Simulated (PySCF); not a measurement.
C3H9FSi. Atoms are numbered in the order given.

```xyz
14

C      1.7714    -1.5355    -0.0033
C      1.0878    -0.3846    -0.7390
Si    -0.2137     0.5009     0.2730
C     -1.6321    -0.6124     0.7464
F     -0.8090     1.7231    -0.6365
H      2.5462    -2.0124    -0.6232
H      1.0548    -2.3227     0.2807
H      2.2620    -1.1929     0.9221
H      1.8308     0.3661    -1.0598
H      0.6072    -0.7448    -1.6657
H      0.3971     1.1252     1.4860
H     -1.2870    -1.4258     1.4043
H     -2.4124    -0.0522     1.2838
H     -2.0891    -1.0660    -0.1469
```

Geometry optimised at PBE0-D3(BJ)/def2-SVP. The structure was generated by enumeration; whether it is a known compound was not checked. One conformer was computed; it need not be the lowest.

These are PBE/pcSseg-1 (PySCF) values and carry that method's errors.

GIAO shieldings, no solvent; atoms listed in one row are averaged. δ = σ(ref) − σ: ¹³C against TMS (σ = 182.0 ppm); ²⁹Si against TMS (σ = 335.4 ppm); ¹⁹F against CFCl3 (σ = 133.6 ppm); ¹H against TMS (σ = 31.49 ppm), references at their B3LYP-D3(BJ)/def2-TZVP geometries, non-relativistic.

Computed chemical shifts:
```csv
nucleus,atoms,count,δ (ppm)
¹³C,C2,1,13.4
¹³C,C1,1,8.7
¹³C,C4,1,-0.7
²⁹Si,Si3,1,32.6
¹⁹F,F5,1,-224.2
¹H,H11,1,5.53
¹H,H9,1,1.22
¹H,"H6, H7, H8",3,1.15
¹H,H10,1,1.01
¹H,"H12, H13, H14",3,0.54
```
